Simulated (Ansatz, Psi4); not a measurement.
Psi4 was given this input:
```
memory 2 GB

molecule mol {
-1 1
Ga    0.000000    0.000000   -0.000000
Cl    1.712787   -0.599084   -1.193301
Cl    0.655374    0.491900    2.011226
Cl   -0.937679    1.739129   -0.901498
Cl   -1.430483   -1.631945    0.083574
}

set {
  basis sto-3g
  reference rks
  scf_type pk
  puream true
  d_convergence 1e-8
  dft_radial_points 99
  dft_spherical_points 590
}

energy('wb97x')
print_variables()
```

### Question
Convert this to an input for Ansatz (a quantum-chemistry and plane-wave program).

### Answer
One answer among several that fit: 
Ansatz 0.2 input:
```yaml
crystal:
  periodic: [false, false, false]
  atoms:
    - {symbol: Ga, position_ang: [0.00000000, 0.00000000, -0.00000000]}
    - {symbol: Cl, position_ang: [1.71278737, -0.59908363, -1.19330116]}
    - {symbol: Cl, position_ang: [0.65537446, 0.49189976, 2.01122558]}
    - {symbol: Cl, position_ang: [-0.93767909, 1.73912871, -0.90149802]}
    - {symbol: Cl, position_ang: [-1.43048275, -1.63194484, 0.08357359]}
basis:
  gaussian:
    orbitals: STO-3G
hamiltonian:
  xc: {name: wB97X}
total_charge: -1
accuracy: high
```

Both were run: Psi4 gave -3723.333033 Eh and Ansatz -3723.332980 Eh, 0.053 mEh apart.
